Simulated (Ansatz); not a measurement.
Two isomers of C4H8Si: A = `C=C=C[SiH2]C`, B = `CC#C[SiH2]C`.

Calculated with Ansatz (gas phase, PBE0-D4/def2-TZVP geometries, no zero-point term in ΔE). CCSD(T)/CBS adds triple-zeta CCSD(T) − MP2 to the extrapolated MP2 energy (def2 sets, frozen cores). Functionals use def2-TZVPP. B3LYP here is the variant with VWN-RPA as its local correlation; programs differ in this. One conformer a species, not always the lowest.

**Question.** Which isomer does CCSD(T)/CBS put lower? Give the gap. (An estimate is asked.)

**Answer.** Ansatz gave: B, by 32.4 kJ/mol.

**Question.** Give E(B) − E(A) in kJ/mol with r2SCAN-D4, B3LYP-D4, B2PLYP, CCSD(T)/def2-TZVPP, PBE-D4, HF/def2-TZVPP, CCSD/def2-TZVPP. (Best estimate.)

**Answer.** Computed: r2SCAN-D4 -17.6, B3LYP-D4 -18.8, B2PLYP -32.8, CCSD(T)/def2-TZVPP -32.1, PBE-D4 -13.0, HF/def2-TZVPP -40.1, CCSD/def2-TZVPP -34.0. None reverses the order clearly.

Largest T1 diagnostic: 0.012.

The D4 term adds +5.0 kJ/mol with B3LYP and +2.8 kJ/mol with PBE0; it sums over pairs of atoms, weighted by their polarisabilities, and B3LYP, whose exchange is more repulsive, gets the larger term. From PBE to PBE0 (25 % exact exchange), in def2-TZVPP and without D4, E(B) − E(A) moves by −5.2 kJ/mol.
